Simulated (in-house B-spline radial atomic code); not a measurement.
The numbers below are computed, except where a source is named.
**Te in electron gases of falling density**

A nucleus sits in a uniform electron gas with a rigid positive background. The Kohn-Sham equations are solved self-consistently in the spin-unpolarised LDA (PW92), non-relativistic, on B-splines with outgoing waves at the boundary and partial waves to l = 8. The model has no lattice, no bands and no magnetic solution. Atomic units; δ_l are the phase shifts at the Fermi level, counted so that each bound state adds π, and good to about 0.0005.

| r_s (bohr) | k_F | δ0/π | δ1/π | δ2/π | shallowest bound level (hartree) | σ_tr (bohr²) | Q (a.u.) |
| --- | --- | --- | --- | --- | --- | --- | --- |
| 1.5 | 1.2794 | 4.053 | 3.283 | 2.173 | s -0.135 | 9.64 | 0.873 |
| 1.65 | 1.1631 | 4.124 | 3.342 | 2.189 | s -0.165 | 12.53 | 0.774 |
| 1.8 | 1.0662 | 4.184 | 3.392 | 2.195 | s -0.187 | 17.76 | 0.775 |
| 2 | 0.9596 | 4.254 | 3.448 | 2.190 | s -0.208 | 27.09 | 0.776 |
| 2.07 | 0.9271 | 4.276 | 3.466 | 2.186 | s -0.215 | 30.80 | 0.769 |
| 2.2 | 0.8723 | 4.313 | 3.496 | 2.177 | s -0.226 | 38.03 | 0.744 |
| 2.4 | 0.7996 | 4.365 | 3.539 | 2.160 | s -0.239 | 49.34 | 0.681 |
| 2.67 | 0.7188 | 4.425 | 3.588 | 2.134 | p -0.00228 | 63.10 | 0.569 |
| 3 | 0.6397 | 4.485 | 3.639 | 2.103 | p -0.00915 | 74.93 | 0.424 |
| 3.3 | 0.5816 | 4.528 | 3.676 | 2.078 | p -0.0129 | 80.48 | 0.311 |
| 3.6 | 0.5331 | 4.561 | 3.706 | 2.057 | p -0.0143 | 82.50 | 0.225 |
| 4 | 0.4798 | 4.593 | 3.737 | 2.035 | p -0.0138 | 82.98 | 0.149 |

Q = n k_F σ_tr, with n = 3/(4π r_s³).

**Question.** How does the screening charge move between partial waves as the gas thins?

**Answer.** By (2/π)(2l + 1) δ_l, at r_s = 1.5 it is s 8.11, p 19.70, d 21.73, f and beyond 2.47, and at r_s = 4 s 9.19, p 22.42, d 20.35, f and beyond 0.06. The free atom is [Kr] 4d10 5s2 5p4.

**Question.** What end-to-end powers of r_s do the first and last rows give for σ_tr and Q?

**Answer.** σ_tr goes as r_s^+2.19 and Q as r_s^-1.81. Since n k_F/k_F² goes as r_s⁻², Q = 4π n Σ/k_F would fall as r_s⁻² at fixed phase shifts; the sum Σ (l + 1) sin²(δ_l − δ_(l+1)) is 1.256 in the first row and 1.520 in the last, and ranges from 1.26 to 2.59 between them, so these powers are no law.
